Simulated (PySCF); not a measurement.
Species: `CC[C@@H]1C(=O)[C@@H](C#N)[C@@H]1F`. The columns A, B, C and D hold Mulliken, IAO, Hirshfeld and ESP-fitted charges (e) of one PBE0/pcSseg-1 density (PySCF), in a shuffled order. Coordinates in Å (GFN2-xTB); the density's dipole moment is (3.34, -2.69, 0.29) D.

```json
{"atom": "C1", "x": "2.515", "y": "0.151", "z": "-0.662", "A": "-0.421", "B": "-0.264", "C": "-0.408", "D": "-0.115"}
{"atom": "C2", "x": "1.353", "y": "-0.645", "z": "-0.085", "A": "-0.242", "B": "-0.190", "C": "+0.211", "D": "-0.062"}
{"atom": "C3", "x": "0.035", "y": "-0.277", "z": "-0.774", "A": "-0.198", "B": "-0.406", "C": "-0.342", "D": "-0.038"}
{"atom": "C4", "x": "-0.505", "y": "1.087", "z": "-0.394", "A": "+0.404", "B": "+0.382", "C": "+0.602", "D": "+0.182"}
{"atom": "O5", "x": "-0.148", "y": "2.210", "z": "-0.551", "A": "-0.347", "B": "-0.299", "C": "-0.435", "D": "-0.197"}
{"atom": "C6", "x": "-1.732", "y": "0.469", "z": "0.304", "A": "-0.248", "B": "-0.342", "C": "-0.415", "D": "-0.027"}
{"atom": "C7", "x": "-3.012", "y": "0.893", "z": "-0.181", "A": "+0.138", "B": "+0.168", "C": "+0.383", "D": "+0.080"}
{"atom": "N8", "x": "-4.022", "y": "1.211", "z": "-0.610", "A": "-0.229", "B": "-0.232", "C": "-0.446", "D": "-0.215"}
{"atom": "C9", "x": "-1.239", "y": "-0.919", "z": "-0.176", "A": "+0.185", "B": "+0.356", "C": "+0.372", "D": "+0.076"}
{"atom": "F10", "x": "-1.013", "y": "-1.795", "z": "0.846", "A": "-0.306", "B": "-0.313", "C": "-0.279", "D": "-0.093"}
{"atom": "H11", "x": "2.338", "y": "1.218", "z": "-0.557", "A": "+0.153", "B": "+0.137", "C": "+0.114", "D": "+0.038"}
{"atom": "H12", "x": "3.434", "y": "-0.101", "z": "-0.138", "A": "+0.149", "B": "+0.125", "C": "+0.106", "D": "+0.048"}
{"atom": "H13", "x": "2.648", "y": "-0.074", "z": "-1.718", "A": "+0.140", "B": "+0.112", "C": "+0.109", "D": "+0.043"}
{"atom": "H14", "x": "1.523", "y": "-1.715", "z": "-0.218", "A": "+0.150", "B": "+0.143", "C": "+0.016", "D": "+0.045"}
{"atom": "H15", "x": "1.266", "y": "-0.454", "z": "0.987", "A": "+0.140", "B": "+0.122", "C": "+0.014", "D": "+0.038"}
{"atom": "H16", "x": "0.137", "y": "-0.413", "z": "-1.853", "A": "+0.167", "B": "+0.167", "C": "+0.125", "D": "+0.061"}
{"atom": "H17", "x": "-1.688", "y": "0.581", "z": "1.391", "A": "+0.209", "B": "+0.208", "C": "+0.217", "D": "+0.080"}
{"atom": "H18", "x": "-1.899", "y": "-1.420", "z": "-0.889", "A": "+0.156", "B": "+0.128", "C": "+0.055", "D": "+0.055"}
```

**Question.** Which column most likely holds the ESP-fitted charges?

**Answer.** C. Σ q r misses the density's dipole by 0.01 D (C), 1.22 D (D), 1.24 D (B), 1.65 D (A). Charges fitted to the outside potential are the only set here that is tied to the molecule's multipoles.

**Question.** And the Hirshfeld charges?

**Answer.** D. The mean sizes are 0.083 e (D), 0.221 e (A), 0.227 e (B), 0.258 e (C), and Hirshfeld charges are commonly the smallest of these schemes.

As computed, A = IAO, B = Mulliken, C = ESP-fitted, D = Hirshfeld. Hydrogens on carbon: IAO +0.14 to +0.21, Mulliken +0.11 to +0.21, ESP-fitted +0.01 to +0.22, Hirshfeld +0.04 to +0.08 e.

The Hirshfeld scheme weights the molecular density at each point by an atom's share of the summed free-atom densities. The IAO scheme counts the electrons in orthogonalised intrinsic atomic orbitals, a minimal basis polarised so that it spans the occupied orbitals exactly.

One conformer (not necessarily the lowest) at the GFN2-xTB geometry, without solvent, vibrations or thermal averaging.

The run behind these numbers computed NMR shieldings as well. Hardware: an Arm Neoverse V2 with one thread, on a shared host. Cost: 40 s of wall time (grids of density and orbitals included), 0.94 GiB resident at most.

Shape of the structure used: `[CH3:1][CH2:2][C@@H:3]1[C:4](=[O:5])[C@@H:6]([C:7]#[N:8])[C@@H:9]1[F:10]`: C1–C2–C3–C4 -73°.
